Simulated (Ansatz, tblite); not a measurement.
Removing and adding an electron: WO2Br2 (WBr₂O₂). The state is a singlet with charge 0. Geometry: B3LYP-D4/def2-SVP. Ansatz, gas phase; energy differences of separate SCF runs; the oxidised species was run as a doublet alone; the reduced species was run as a doublet alone.

```xyz
5

W    -0.020    0.121   -0.005
O    -0.213    1.066   -1.410
O    -0.159    1.182    1.322
Br    2.203   -0.854   -0.007
Br   -1.811   -1.515    0.101
```

In the def2 sets W takes a core potential; there is no spin–orbit coupling. The xTB rows come from tblite. Correlated methods freeze 20 core orbitals; core or outer-core shells of W, Br are correlated, in sets that lack core-valence functions. The rows differ in basis, and correlated rows in double-zeta sets carry the largest basis error. In CCSD on the charge 1 doublet the largest single amplitude is 0.20, so its Hartree–Fock determinant may place the open shell otherwise than the density functionals do. HOMO above LUMO, or a gap near zero within one spin, warns that the state may not be the lowest or that an electron is smeared out.

**Question.** Estimate orbital energies and vertical ionisation energies and electron affinities at: GFN1-xTB; GFN2-xTB; PBE-D4/def2-TZVP; PBE-D4/def2-TZVPD; r2SCAN-D4/def2-TZVP; r2SCAN-D4/def2-TZVPD; PBE0-D4/def2-TZVP; PBE0-D4/def2-TZVPD; CCSD/def2-SVP; CCSD(T)/def2-SVP.

**Answer.** 
```csv
level,−HOMO (eV),vertical IE (eV),−LUMO (eV),vertical EA (eV),HOMO–LUMO gap (eV),IE − EA (eV),remarks
GFN1-xTB,12.31,15.70,8.15,5.06,4.16,10.64,–
GFN2-xTB,12.33,15.46,8.99,6.34,3.33,9.11,–
PBE-D4/def2-TZVP,7.99,10.77,4.16,–,3.83,–,gap within one spin near zero (+1 doublet)
PBE-D4/def2-TZVPD,8.02,–,4.19,1.52,3.83,–,HOMO above zero (-1 doublet)
r2SCAN-D4/def2-TZVP,8.38,11.06,4.16,–,4.23,–,gap within one spin near zero (+1 doublet)
r2SCAN-D4/def2-TZVPD,8.39,–,4.16,1.65,4.23,–,HOMO above zero (-1 doublet)
PBE0-D4/def2-TZVP,9.39,11.32,3.55,–,5.84,–,–
PBE0-D4/def2-TZVPD,9.40,–,3.57,1.87,5.83,–,–
CCSD/def2-SVP,–,11.40,–,–,–,–,"spin-contaminated (⟨S²⟩ 1.18) (+1 doublet), test for broken spin undecided (singlet)"
CCSD(T)/def2-SVP,–,11.38,–,–,–,–,"spin-contaminated (⟨S²⟩ 1.18) (+1 doublet), test for broken spin undecided (singlet)"
```

Run but left out: HF/def2-SVP, MP2/def2-SVP (charge +1 doublet: ⟨S²⟩ 1.18, where a pure state has 0.75).   A HOMO above zero means that the electron is unbound at that level or that self-interaction error raises the level; the energy of removing that electron tells which. Raw xTB energy differences between charge states are shifted by several eV; the methods need an empirical correction for them.
